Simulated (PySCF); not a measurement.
PySCF input file for Si(AsH2)(F)3 (AsF₃H₂Si), SMILES F[Si](F)(F)[AsH2], TDDFT-PBE/def2-SVPD. The structure is a stationary point at B3LYP-D3(BJ)/def2-SVP.

```python
import numpy as np
from pyscf import gto, scf, dft, tdscf

mol = gto.M(
    atom='''
    F    -1.44591468   -0.75565346    1.29692532
    Si   -0.86768432    0.00222916   -0.00000000
    F    -1.44591468   -0.75565368   -1.29692519
    F    -1.51099276    1.47801197   -0.00000013
    As    1.47744538   -0.05292572    0.00000000
    H     1.50864092    1.00749841   -1.10223550
    H     1.50864092    1.00749861    1.10223531
    ''',
    basis='def2-SVPD',
    charge=0,
    spin=0,
    symmetry=True,
    max_memory=1600,
    verbose=4,
)
mf = dft.RKS(mol, xc='pbe').density_fit(auxbasis='def2-universal-jkfit')
mf.grids.level = 3
mf.conv_tol = 1e-9
mf.max_cycle = 100
mf.kernel()
mf.grids = dft.Grids(mol).set(level=1).build(with_non0tab=True)  # coarser grid for the response kernel
td = tdscf.TDDFT(mf)
td.singlet = True
td.nstates = 10
td.conv_tol = 1e-4
td.positive_eig_threshold = 1e-6
td.kernel(x0=td.get_init_guess(mf, 15))
td.analyze()
tt = tdscf.TDA(mf)
tt.singlet = False
tt.nstates = 4
tt.conv_tol = 1e-4
tt.positive_eig_threshold = 1e-6
tt.kernel(x0=tt.get_init_guess(mf, 9))
tt.analyze(verbose=3)
```

Log of the run:

```
PySCF version 2.14.0

[INPUT] verbose = 4
[INPUT] num. atoms = 7
[INPUT] num. electrons = 76
[INPUT] charge = 0
[INPUT] spin (= nelec alpha-beta = 2S) = 0
[INPUT] symmetry True subgroup None
[INPUT] Mole.unit = angstrom
[INPUT] Symbol           X                Y                Z      unit          X                Y                Z       unit  Magmom
[INPUT]  1 F     -1.445914680000  -0.755653460000   1.296925320000 AA   -2.732382744688  -1.427978084480   2.450833658814 Bohr   0.0
[INPUT]  2 Si    -0.867684320000   0.002229160000   0.000000000000 AA   -1.639685727379   0.004212501888   0.000000000000 Bohr   0.0
[INPUT]  3 F     -1.445914680000  -0.755653680000  -1.296925190000 AA   -2.732382744688  -1.427978500220  -2.450833413150 Bohr   0.0
[INPUT]  4 F     -1.510992760000   1.478011970000  -0.000000130000 AA   -2.855362492601   2.793037832129  -0.000000245664 Bohr   0.0
[INPUT]  5 As     1.477445380000  -0.052925720000   0.000000000000 AA    2.791967132204  -0.100015115745   0.000000000000 Bohr   0.0
[INPUT]  6 H      1.508640920000   1.007498410000  -1.102235500000 AA    2.850918159112   1.903896065835  -2.082923219773 Bohr   0.0
[INPUT]  7 H      1.508640920000   1.007498610000   1.102235310000 AA    2.850918159112   1.903896443780   2.082922860725 Bohr   0.0

nuclear repulsion = 457.311678120178
point group symmetry = Cs
symmetry origin: [-4.47566721e-09 -7.45944449e-10 -4.72431535e-09]
symmetry axis x: [ 1.00000000e+00 -1.71483867e-09 -1.86945371e-09]
symmetry axis y: [-1.71483872e-09 -1.00000000e+00 -2.55260651e-08]
symmetry axis z: [-1.86945367e-09  2.55260650e-08 -1.00000000e+00]
num. orbitals of irrep A' = 90
num. orbitals of irrep A" = 57
number of shells = 59
number of NR pGTOs = 241
number of NR cGTOs = 147
basis = def2-SVPD
ecp = {}


******** <class 'pyscf.df.df_jk.DFSymAdaptedRKS'> ********
method = DFSymAdaptedRKS
initial guess = minao
damping factor = 0
level_shift factor = 0
DIIS = <class 'pyscf.scf.diis.CDIIS'>
diis_start_cycle = 1
diis_space = 8
diis_damp = 0
SCF conv_tol = 1e-09
SCF conv_tol_grad = None
SCF max_cycles = 100
direct_scf = False
XC library pyscf.dft.libxc version 7.1.2
    S. Lehtola, C. Steigemann, M. J. T. Oliveira, and M. A. L. Marques,  SoftwareX 7, 1–5 (2018)
XC functionals = pbe
    J. P. Perdew, K. Burke, and M. Ernzerhof,  Phys. Rev. Lett. 77, 3865 (1996)
    J. P. Perdew, K. Burke, and M. Ernzerhof,  Phys. Rev. Lett. 78, 1396 (1997)
    J. P. Perdew, K. Burke, and M. Ernzerhof,  Phys. Rev. Lett. 77, 3865 (1996)
    J. P. Perdew, K. Burke, and M. Ernzerhof,  Phys. Rev. Lett. 78, 1396 (1997)
radial grids:
    Treutler-Ahlrichs [JCP 102, 346 (1995); DOI:10.1063/1.469408] (M4) radial grids

becke partition: Becke, JCP 88, 2547 (1988); DOI:10.1063/1.454033
pruning grids: <function nwchem_prune>
grids dens level: 3
symmetrized grids: True
atomic radii adjust function: <function treutler_atomic_radii_adjust>
small_rho_cutoff = 0
Freeze 0 electrons in irreps []
    76 free electrons in irreps A' A"
Set gradient conv threshold to 3.16228e-05
Initial guess from minao.
tot grids = 102008
init E= -2824.5136848086
HOMO (A') = -0.296658415158903  LUMO (A') = -0.0617298091359859  gap/eV = 6.39273
cycle= 1 E= -2824.83409198288  delta_E= -0.32  |g|= 0.849  |ddm|= 3.71
HOMO (A") = -0.25605479917904  LUMO (A") = -0.0488434383455001  gap/eV = 5.63851
cycle= 2 E= -2824.43743812355  delta_E= 0.397  |g|= 1.77  |ddm|= 2.23
HOMO (A') = -0.263692417747547  LUMO (A') = -0.0423969823861001  gap/eV = 6.02176
cycle= 3 E= -2824.94998489612  delta_E= -0.513  |g|= 0.105  |ddm|= 1.47
HOMO (A') = -0.276010944392176  LUMO (A') = -0.0456180592150779  gap/eV = 6.26931
cycle= 4 E= -2824.95196301703  delta_E= -0.00198  |g|= 0.028  |ddm|= 0.225
HOMO (A') = -0.273460392333986  LUMO (A') = -0.0458627896171118  gap/eV = 6.19325
cycle= 5 E= -2824.95214841988  delta_E= -0.000185  |g|= 0.0174  |ddm|= 0.0749
HOMO (A') = -0.274317285350761  LUMO (A') = -0.0457324578608853  gap/eV = 6.22011
cycle= 6 E= -2824.95223200802  delta_E= -8.36e-05  |g|= 0.0024  |ddm|= 0.0317
HOMO (A') = -0.274125088799265  LUMO (A') = -0.045621835742887  gap/eV = 6.21789
cycle= 7 E= -2824.9522329183  delta_E= -9.1e-07  |g|= 0.00122  |ddm|= 0.00356
HOMO (A') = -0.274084991443436  LUMO (A') = -0.0456054337014216  gap/eV = 6.21725
cycle= 8 E= -2824.95223315191  delta_E= -2.34e-07  |g|= 0.000287  |ddm|= 0.00105
HOMO (A') = -0.274103833901004  LUMO (A') = -0.0456214747938013  gap/eV = 6.21732
cycle= 9 E= -2824.95223316926  delta_E= -1.73e-08  |g|= 3.9e-05  |ddm|= 0.000448
HOMO (A') = -0.274107140731087  LUMO (A') = -0.0456235526550191  gap/eV = 6.21736
cycle= 10 E= -2824.95223316956  delta_E= -3e-10  |g|= 7.74e-06  |ddm|= 5.71e-05
HOMO (A') = -0.274105313123622  LUMO (A') = -0.0456223874519956  gap/eV = 6.21734
Extra cycle  E= -2824.95223316955  delta_E= 7.28e-12  |g|= 1.01e-05  |ddm|= 3.02e-05
converged SCF energy = -2824.95223316955
tot grids = 34592
Overwritten attributes  positive_eig_threshold  of <class 'pyscf.tdscf.rks.CasidaTDDFT'>


******** <class 'pyscf.tdscf.rks.CasidaTDDFT'> for <class 'pyscf.df.df_jk.DFSymAdaptedRKS'> ********
nstates = 10 singlet
deg_eia_thresh = 1.000e-03
wfnsym = None
conv_tol = 0.0001
eigh lindep = 1e-12
eigh level_shift = 0
eigh max_cycle = 100


Excitation energies (eV)
[6.5100664  6.57574724 7.00668134 7.67391856 7.72073455 7.90202524
 8.09944191 8.25248455 8.32107367 8.62251281]

** Singlet excitation energies and oscillator strengths **
Excited State   1:   A'      6.51007 eV    190.45 nm  f=0.1064
      38 -> 39       -0.41550
      38 -> 41       -0.56414
Excited State   2:   A"      6.57575 eV    188.55 nm  f=0.0069
      38 -> 40       -0.69068
Excited State   3:   A'      7.00668 eV    176.95 nm  f=0.0757
      36 -> 40       -0.10115
      37 -> 39        0.19484
      38 -> 39       -0.51023
      38 -> 41        0.40775
Excited State   4:   A"      7.67392 eV    161.57 nm  f=0.0028
      37 -> 40       -0.46862
      38 -> 43        0.52398
Excited State   5:   A'      7.72073 eV    160.59 nm  f=0.0128
      37 -> 39       -0.31378
      37 -> 41        0.18344
      38 -> 42        0.60188
Excited State   6:   A'      7.90203 eV    156.90 nm  f=0.1782
      36 -> 40       -0.12284
      37 -> 39       -0.33621
      37 -> 41       -0.59058
Excited State   7:   A'      8.09944 eV    153.08 nm  f=0.0196
      37 -> 39        0.26087
      37 -> 41       -0.16654
      38 -> 42        0.18461
      38 -> 44        0.59335
Excited State   8:   A"      8.25248 eV    150.24 nm  f=0.0744
      36 -> 39       -0.28347
      36 -> 41        0.26177
      37 -> 40        0.39543
      37 -> 43       -0.11302
      38 -> 43        0.40197
Excited State   9:   A'      8.32107 eV    149.00 nm  f=0.2387
      36 -> 43       -0.12311
      37 -> 39       -0.36592
      37 -> 41        0.24002
      37 -> 42       -0.14030
      38 -> 39       -0.14662
      38 -> 42       -0.26789
      38 -> 44        0.37359
Excited State  10:   A"      8.62251 eV    143.79 nm  f=0.0055
      36 -> 39        0.61560
      36 -> 41        0.30069
      37 -> 40        0.12334

** Transition electric dipole moments (AU) **
state          X           Y           Z        Dip. S.      Osc.
  1        -0.6598      0.4817      0.0000      0.6674      0.1064
  2        -0.0000     -0.0000     -0.2076      0.0431      0.0069
  3        -0.6493     -0.1401      0.0000      0.4412      0.0757
  4         0.0000     -0.0000     -0.1229      0.0151      0.0028
  5         0.0378     -0.2576     -0.0000      0.0678      0.0128
  6        -0.8459     -0.4524      0.0000      0.9202      0.1782
  7         0.3115      0.0429      0.0000      0.0989      0.0196
  8        -0.0000     -0.0000     -0.6068      0.3682      0.0744
  9        -0.9883      0.4407      0.0000      1.1709      0.2387
 10         0.0000      0.0000      0.1616      0.0261      0.0055

** Transition velocity dipole moments (imaginary part, AU) **
state          X           Y           Z        Dip. S.      Osc.
  1        -0.1589      0.1211      0.0000      0.0399      0.1112
  2         0.0000     -0.0000     -0.0492      0.0024      0.0067
  3        -0.1665     -0.0376     -0.0000      0.0291      0.0754
  4        -0.0000     -0.0000     -0.0369      0.0014      0.0032
  5         0.0097     -0.0766      0.0000      0.0060      0.0140
  6        -0.2474     -0.1365     -0.0000      0.0799      0.1833
  7         0.0892      0.0122     -0.0000      0.0081      0.0182
  8        -0.0000      0.0000     -0.1876      0.0352      0.0774
  9        -0.3039      0.1407      0.0000      0.1122      0.2445
 10        -0.0000      0.0000      0.0550      0.0030      0.0064

** Transition magnetic dipole moments (imaginary part, AU) **
state          X           Y           Z
  1        -0.0000      0.0000     -0.3857
  2        -0.4096     -0.3727     -0.0000
  3         0.0000     -0.0000      0.7169
  4         0.1777     -0.5971      0.0000
  5         0.0000      0.0000      0.3511
  6        -0.0000     -0.0000      0.4729
  7        -0.0000     -0.0000      0.2469
  8        -0.6807     -0.5598     -0.0000
  9        -0.0000      0.0000     -0.5019
 10        -0.1697      0.0058     -0.0000
Overwritten attributes  positive_eig_threshold  of <class 'pyscf.tdscf.rks.TDA'>


******** <class 'pyscf.tdscf.rks.TDA'> for <class 'pyscf.df.df_jk.DFSymAdaptedRKS'> ********
nstates = 4 triplet
deg_eia_thresh = 1.000e-03
wfnsym = None
conv_tol = 0.0001
eigh lindep = 1e-12
eigh level_shift = 0
eigh max_cycle = 100


Excitation energies (eV)
[5.64493921 5.78715153 6.19137608 6.98370972]

** Triplet excitation energies and oscillator strengths **
Excited State   1:   A'      5.64494 eV    219.64 nm  f=0.0000
Excited State   2:   A"      5.78715 eV    214.24 nm  f=0.0000
Excited State   3:   A'      6.19138 eV    200.25 nm  f=0.0000
Excited State   4:   A"      6.98371 eV    177.53 nm  f=0.0000
```

Self-consistency was reached.
